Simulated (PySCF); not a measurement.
**Ionisation energy along the 2-electron series**

Calculated with PySCF 2.14 and a two-component X2C-1e Hamiltonian (Gaussian nucleus, no Breit or QED terms), each ion in its own even-tempered basis scaled to its charge; GMP2 freezes nothing and drops the highest virtual spinors. Values in eV. NIST values: (m) measured, (s) semi-empirical, (t) theoretical.

| ion | configuration | GHF (screened spin-orbit) | GMP2 (screened spin-orbit) | NIST |
| --- | --- | --- | --- | --- |
| Mg¹⁰⁺ | 1s2 | 1761.1 | 1762.3 | 1761.8 (t) |
| Al¹¹⁺ | 1s2 | 2085.4 | 2086.6 | 2086.0 (t) |
| Si¹²⁺ | 1s2 | 2437.3 | 2438.5 | 2437.7 (t) |
| P¹³⁺ | 1s2 | 2816.7 | 2818.0 | 2816.9 (t) |
| S¹⁴⁺ | 1s2 | 3223.9 | 3225.1 | 3223.8 (t) |
| Cl¹⁵⁺ | 1s2 | 3658.7 | 3660.0 | 3658.3 (t) |
| Ar¹⁶⁺ | 1s2 | 4121.4 | 4122.6 | 4120.7 (t) |
| K¹⁷⁺ | 1s2 | 4611.9 | 4613.2 | 4610.8 (t) |
| Ca¹⁸⁺ | 1s2 | 5130.4 | 5131.7 | 5128.9 (t) |

Between Z = 12 and Z = 20 the GMP2 (screened spin-orbit) value grows as Z to the power 2.09.
